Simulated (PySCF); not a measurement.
## Basis-set dependence of NaSr at PBE0

PySCF, UKS reference; doublet, unpaired electrons σ ↑; De to Na + Sr without counterpoise correction.

```json
{"basis": "def2-SVP", "relativity": "scalar-relativistic core potentials", "functions": "38", "Re (Å)": "3.898", "ωe (cm⁻¹)": "89.8", "De (eV)": "0.27", "μ (D)": "-0.40"}
{"basis": "def2-SVPD", "relativity": "scalar-relativistic core potentials", "functions": "44", "Re (Å)": "3.900", "ωe (cm⁻¹)": "89.8", "De (eV)": "0.27", "μ (D)": "-0.32"}
{"basis": "x2c-TZVPall", "relativity": "spin-free X2C", "functions": "95", "Re (Å)": "3.859", "ωe (cm⁻¹)": "93.5", "De (eV)": "0.28", "μ (D)": "-0.29"}
```

Problem. How does each smaller set differ from the one with most functions, x2c-TZVPall?

Solution. def2-SVP: +3.9 pm, -4.0 % in ωe, -0.01 eV in De; def2-SVPD: +4.1 pm, -4.0 % in ωe, -0.01 eV in De. All at PBE0; the set with most functions is neither the basis-set limit nor always the best. The rows treat relativity differently, so the differences are not basis effects alone.

A positive dipole means Na(−)Sr(+). The bond is weak. Basis-set superposition, not corrected here, can be much of De in a small basis, most of all at correlated wavefunction levels. Functionals without a dispersion term scatter widely for such bonds, and LDA overbinds them. Spin–orbit coupling is left out. The state is the lowest determinant that a PBE0 search found; another state may lie lower at other levels.
